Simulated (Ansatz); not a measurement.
`CCN1BC1` → `BN(C)C=C`  (isomerisation)

Computed with Ansatz on PBE0-D4/def2-TZVP structures; ΔE is electronic, products minus reactants. CCSD(T)/CBS adds triple-zeta CCSD(T) − MP2 to the extrapolated MP2 energy (def2 sets, frozen cores). Functionals use def2-TZVPP. One conformer a species, not always the lowest.

**Question.** Is it downhill or uphill in electronic energy at CCSD(T)/CBS, and by how much? (Estimate.)

**Answer.** Computed: Downhill: ΔE = -0.90 eV.

**Question.** What do these levels give: r2SCAN-D4, PBE0-D4, PBE0, HF/def2-TZVPP, CCSD/def2-TZVPP, CCSD(T)/def2-TZVPP? (Estimate.)

**Answer.** Ansatz gave: r2SCAN-D4 -0.83, PBE0-D4 -0.74, PBE0 -0.73, HF/def2-TZVPP -1.04, CCSD/def2-TZVPP -0.91, CCSD(T)/def2-TZVPP -0.92 eV.

Largest T1 diagnostic among the species: 0.013.

In def2-TZVPP, CCSD(T) changes the Hartree–Fock value by +0.12 eV (the triples alone add −0.01 eV) and MP2 by +0.20 eV. The D4 term adds −0.03 eV with B3LYP and −0.02 eV with PBE0; it sums over pairs of atoms, weighted by their polarisabilities, and B3LYP, whose exchange is more repulsive, gets the larger term.

B3LYP here is the variant with VWN-RPA as its local correlation; programs differ in this.
